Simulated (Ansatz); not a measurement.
`CBCBC`, relaxed with RKS PBE0-D4/def2-TZVP in the Gaussian-basis code of Ansatz from a PBE-D4/def2-SVP geometry. The force threshold is 0.005 eV/Å; the program also tests the step.

Total charge 0; spin multiplicity 1.

Start:

```xyz
15

C     1.361   -1.454    1.186
B     0.056   -1.247    0.344
C    -0.957   -0.068    0.582
B    -0.303    1.144   -0.174
C    -0.671    1.566   -1.637
H     1.386   -2.492    1.589
H     2.243   -1.408    0.505
H     1.519   -0.739    2.019
H    -0.156   -2.018   -0.583
H    -1.962   -0.305    0.179
H    -0.966    0.167    1.668
H     0.592    1.760    0.391
H    -1.525    1.030   -2.098
H    -0.848    2.662   -1.699
H     0.231    1.401   -2.273
```

```
         step  energy (eV)  largest force (eV/Å)  largest move (Å)
            1   -4622.4263                 0.527             0.000
            2   -4622.4743                 0.156             0.024
            3   -4622.4780                 0.106             0.024
            4   -4622.4789                 0.020             0.011
            5   -4622.4790                 0.003             0.005
            6   -4622.4791                 0.008             0.008
            7   -4622.4792                 0.018             0.029
            8   -4622.4793                 0.023             0.022
            9   -4622.4795                 0.037             0.035
           10   -4622.4796                 0.039             0.018
11 (rejected)   -4622.4795                 0.061             0.035
           13   -4622.4798                 0.039             0.051
           15   -4622.4802                 0.005             0.012
17 (rejected)   -4622.4799                 0.104             0.082
19 (rejected)   -4622.4802                 0.080             0.073
21 (rejected)   -4622.4801                 0.057             0.049
           23   -4622.4805                 0.025             0.024
           25   -4622.4805                 0.020             0.004
           27   -4622.4806                 0.003             0.015
           29   -4622.4806                 0.008             0.012
           30   -4622.4806                 0.004             0.004
```

End:

```xyz
15

C     1.351   -1.493    1.226
B     0.090   -1.274    0.338
C    -0.882   -0.066    0.521
B    -0.229    1.129   -0.244
C    -0.696    1.608   -1.650
H     1.219   -2.430    1.785
H     2.241   -1.664    0.611
H     1.560   -0.697    1.944
H    -0.130   -2.065   -0.541
H    -1.880   -0.286    0.135
H    -0.898    0.191    1.587
H     0.690    1.704    0.278
H    -1.419    0.958   -2.146
H    -1.166    2.594   -1.522
H     0.150    1.790   -2.321
```

Hardware: 4 threads of an Intel Xeon 6975P-C on a shared host. Wall time 50 s, peak host memory 0.57 GiB.
